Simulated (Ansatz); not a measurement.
Calculated with Ansatz (gas phase, PBE0-D4/def2-TZVP geometries, no zero-point term in ΔE). CBS: MP2 limit from def2 TZ/QZ plus the TZ coupled-cluster correction, frozen cores. This one scheme is used for every species. DFT in def2-TZVPP. B3LYP here is the variant with VWN-RPA as its local correlation; programs differ in this. Elements past krypton have def2 core potentials. For I outer-core shells are correlated without core-valence functions, which leaves a few kJ/mol of doubt a bond. One conformer a species, not always the lowest.

`C[SiH2][CH2][AlH2]` + `[SiH3]OCI` → `C[SiH2]O[SiH3]` + `[AlH2][CH2]CI`  (redistribution)

```csv
level,ΔE (kJ/mol)
B3LYP-D4,-136.2
B2PLYP,-144.1
```

Problem. What does CCSD(T)/CBS give? (Best estimate.)

Solution. Ansatz gave: -142.8 kJ/mol. The listed levels differ from it by 6.6, -1.3 kJ/mol.

Largest T1 diagnostic among the species: 0.011.

In def2-TZVPP, CCSD(T) changes the Hartree–Fock value by +21.0 kJ/mol (the triples alone add +4.7 kJ/mol) and MP2 by +15.7 kJ/mol. From PBE to PBE0 (25 % exact exchange), in def2-TZVPP and without D4, ΔE moves by −8.9 kJ/mol.
